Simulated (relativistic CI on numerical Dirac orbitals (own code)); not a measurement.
## Charge states of bismuth

Calculated at this level of theory: Dirac-Coulomb-Breit CI, separate exchange-only KLI orbitals for each configuration, a model potential for QED, valence Slater integrals scaled by 0.9 (own radial code, finite nucleus).

Each species is treated in one configuration, given outside its closed core. Radial values are for the open shell of highest l, unscaled and averaged over j; ζ includes the Breit term. Labels give the leading LS character, summed over repeated terms.

| Ion | Configuration | Its lowest level | LS weight (%) | g_J | g√(J(J+1)) | Next level | E (cm⁻¹) | ζ (cm⁻¹) |
| --- | --- | --- | --- | --- | --- | --- | --- | --- |
| Bi72+ | 3s | ²S1/2 | 100 | 1.977 | 1.71 |  |  |  |
| Bi73+ | 2s²2p⁶ | ¹S0 | 100 |  | 0.00 |  |  |  |
| Bi74+ | 2s²2p⁵ | ²P°3/2 | 100 | 1.289 | 2.50 | ²P°1/2 | 1.9182e+07 | 1.278e+07 |
| Bi75+ | 2s²2p⁴ | ³P2 | 68 | 1.292 | 3.17 | ¹S0 | 553060 | 1.294e+07 |
| Bi76+ | 2s²2p³ | J = 3/2 (mixed) | 49 | 1.296 | 2.51 | ⁴S°3/2 | 1.9297e+07 | 1.31e+07 |
| Bi77+ | 2s²2p² | ? | ? | ? | ? | ? | ? | ? |
| Bi78+ | 2s²2p | ²P°1/2 | 100 | 0.600 | 0.52 | ²P°3/2 | 2.0162e+07 | 1.343e+07 |
| Bi79+ | 2s² | ¹S0 | 100 |  | 0.00 |  |  |  |
| Bi80+ | 2s | ²S1/2 | 100 | 1.935 | 1.68 |  |  |  |
| Bi81+ | 1s² | ¹S0 | 100 |  | 0.00 |  |  |  |

Question: Fill in the row of Bi77+.

Answer: Its lowest level ³P0; LS weight (%) 68; g√(J(J+1)) 0.00; Next level ³P1; E (cm⁻¹) 1.9556e+07; ζ (cm⁻¹) 1.327e+07.
